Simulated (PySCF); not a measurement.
## TDDFT excited states: [C7H13]+

Species: C7H13 (charge +1).
InChI=1S/C7H13/c1-6-4-3-5-7(6)2/h6H,3-5H2,1-2H3/q+1/t6-/m1/s1

Method: PySCF, TDDFT PBE0/def2-SVPD, vertical, gas phase, core orbitals frozen in the response. Isolated species at its GFN2-xTB geometry (one conformer only).

```json
{"state": "S1", "E (eV)": "4.53", "λ (nm)": "274.0", "f": "0.0086", "main configurations (H = HOMO, L = LUMO)": "H→L (52%), H-1→L (45%)"}
{"state": "S2", "E (eV)": "4.63", "λ (nm)": "267.9", "f": "0.020", "main configurations (H = HOMO, L = LUMO)": "H-1→L (51%), H→L (47%)"}
{"state": "S3", "E (eV)": "4.97", "λ (nm)": "249.5", "f": "0.0027", "main configurations (H = HOMO, L = LUMO)": "H-2→L (63%), H-3→L (30%)"}
{"state": "S4", "E (eV)": "5.08", "λ (nm)": "244.2", "f": "0.0078", "main configurations (H = HOMO, L = LUMO)": "H-3→L (55%), H-2→L (34%), H-4→L (8%)"}
{"state": "S5", "E (eV)": "5.66", "λ (nm)": "219.0", "f": "0.0002", "main configurations (H = HOMO, L = LUMO)": "H-5→L (86%)"}
{"state": "S6", "E (eV)": "5.91", "λ (nm)": "209.9", "f": "0.046", "main configurations (H = HOMO, L = LUMO)": "H-4→L (78%), H-3→L (12%)"}
```

Triplets (Tamm–Dancoff): T1 4.21 eV, H→L (75%), H-3→L (17%); T2 4.30 eV, H-1→L (48%), H-3→L (22%), H→L (19%).

The lowest singlet lies at 4.53 eV (274 nm, ultraviolet) and is weak; its leading configuration is HOMO→LUMO (52%). The most intense listed level is S6 at 5.91 eV (210 nm, f = 0.046), 1.38 eV above S1. It is the last of those listed, so stronger ones may follow. Löwdin shares by element: HOMO carbon 39% or more, hydrogen 21% or more (atoms not listed hold the other 40%); LUMO carbon 75% or more (atoms not listed hold the other 25%). Orbital energies (eV): HOMO-3 -14.67, HOMO-2 -14.58, HOMO-1 -14.11, HOMO -13.88, LUMO -8.10, LUMO+1 -3.60, LUMO+2 -2.71. Weighted by f, the mean energy of these states is 5.36 eV. The oscillator strengths of these states sum to 0.085; summed over the whole spectrum of an exact calculation they would give the number of electrons, 54 (Thomas–Reiche–Kuhn). Only the lowest 6 singlets were computed, as vertical energies without vibronic structure.
